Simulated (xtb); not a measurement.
Br2, charge -1, doublet, geometry from GFN2-xTB (a state made from the parent by changing its charge; the spin is typed, not shown lowest). Base run: GFN0-xTB (xtb 6.7.1).

The xtb input:
```
$ xtb mol.xyz --gfn 0 --chrg -1 --uhf 1 --json

# file mol.xyz
2

Br    -0.00000000    -0.00000000    -1.52077587
Br     0.00000000     0.00000000     1.52077587
```

Variants of this job, named by their change:

```tsv
change	ΔE vs base (kJ/mol)
base	0.00
etemp = 3000	-20.10
acc = 0.1	0.00
acc = 0.0001	0.00
file = coord	0.00
etemp = 1000	-0.50
acc = 30	0.00
acc = 1000	0.00
etemp = 5000	-55.4
```
